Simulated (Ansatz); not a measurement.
Computed with Ansatz on PBE0-D4/def2-TZVP structures; ΔE is electronic, products minus reactants. CCSD(T)/CBS is the MP2 limit (def2-TZVPP, def2-QZVPP) plus CCSD(T) − MP2 in def2-TZVPP, frozen cores. Functionals use def2-TZVPP. B3LYP here is the variant with VWN-RPA as its local correlation; programs differ in this. For Ge outer-core shells are correlated without core-valence functions, which leaves a few kJ/mol of doubt a bond. Scalar relativity is left out up to krypton. One conformer a species, not always the lowest.

Consider the ligand exchange at the Si–O bond: `FC([SiH3])O[SiH3]` + `[OH][GeH]([OH])[OH]` → `[OH][GeH]([OH])[O][SiH3]` + `OC(F)[SiH3]`.

`FC([SiH3])O[SiH3]`:

Cartesian coordinates in Å:
```
F 1.450 0.619 0.710
C 0.237 0.584 0.021
Si -1.061 1.598 0.995
O -0.192 -0.722 -0.090
Si 0.648 -1.902 -0.906
H 0.458 1.006 -0.971
H -2.328 1.597 0.222
H -0.566 2.989 1.149
H -1.256 0.961 2.320
H 1.739 -2.466 -0.077
H -0.346 -2.952 -1.224
H 1.217 -1.312 -2.148
```

`[OH][GeH]([OH])[OH]`:

```xyz
8

O    -0.756    1.380   -0.668
Ge    0.381    0.267    0.094
O     0.427   -1.277   -0.772
O    -0.188   -0.197    1.695
H    -1.672    1.150   -0.491
H     1.721    0.997    0.137
H     0.462   -1.180   -1.726
H    -0.374   -1.140    1.731
```

`[OH][GeH]([OH])[O][SiH3]`:

Z-matrix (Å, degrees):
```
Ge
O 1 1.763
O 1 1.764 2 105.6
O 1 1.760 2 108.2 3 118.3
H 1 1.524 2 114.0 3 -121.1
H 2 0.961 1 111.5 3 11.1
Si 3 1.641 1 134.5 2 127.2
H 4 0.961 1 112.3 2 -28.2
H 7 1.488 3 111.0 1 -60.2
H 7 1.484 3 107.4 1 -179.4
H 7 1.487 3 111.1 1 60.9
```

`OC(F)[SiH3]`:

Z-matrix (Å, degrees):
```
C
F 1 1.398
Si 1 1.913 2 108.7
O 1 1.377 2 110.0 3 -119.2
H 1 1.099 2 104.9 3 120.5
H 3 1.484 1 108.2 2 56.3
H 3 1.485 1 108.8 2 175.4
H 3 1.482 1 108.9 2 -64.0
H 4 0.963 1 109.6 2 -70.3
```

```csv
level,ΔE (kJ/mol),difference from CCSD(T)/CBS
PBE0-D4,-18.6,0.4
ωB97M-V,-18.2,0.8
r2SCAN,-18.1,0.9
B3LYP,-17.7,1.3
SCS-MP2/def2-TZVPP,-19.4,-0.4
HF/def2-QZVPP,-24.5,-5.5
MP2/def2-QZVPP,-18.6,0.4
HF/CBS(def2),-24.6,-5.6
MP2/CBS(def2),-18.2,0.8
CCSD/CBS(def2),-19.8,-0.8
CCSD(T)/CBS,-19.0,0
```

Largest T1 diagnostic among the species: 0.012.

In def2-TZVPP, CCSD(T) changes the Hartree–Fock value by +4.7 kJ/mol (the triples alone add +0.8 kJ/mol) and MP2 by +5.4 kJ/mol.
